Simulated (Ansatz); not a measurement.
`CN1BCC1` at its PBE0-D4/def2-TZVP geometry, where that method's forces vanish. Charge 0, multiplicity 1.

```xyz
13

C    -0.5020   -1.1422    1.3523
N    -0.2753   -0.2606    0.2517
B    -0.9787    0.3341   -0.7941
C     0.3375    1.0695   -1.3132
C     0.9985    0.3490   -0.1139
H    -0.2570   -0.6607    2.3060
H    -1.5524   -1.4357    1.3746
H     0.1089   -2.0486    1.2697
H    -2.1364    0.2417   -1.0803
H     0.3609    2.1588   -1.2511
H     0.7278    0.7704   -2.2875
H     1.3996    1.0100    0.6639
H     1.7686   -0.3857   -0.3780
```

(1) What forces (eV/Å) does PBE-D4/def2-TZVPP give on these atoms in Ansatz? (Estimate.)

Results:

(1) The calculation gave: 
```
C1  -0.028 -0.071  0.085
N2  -0.067 -0.122  0.140
B3  -0.246  0.132 -0.264
C4  -0.064  0.034 -0.068
C5   0.201  0.063 -0.013
H6   0.054  0.087  0.205
H7  -0.212 -0.064  0.011
H8   0.127 -0.191 -0.002
H9  -0.121 -0.017 -0.020
H10  0.011  0.218  0.001
H11  0.081 -0.048 -0.197
H12  0.094  0.132  0.168
H13  0.169 -0.154 -0.045
```
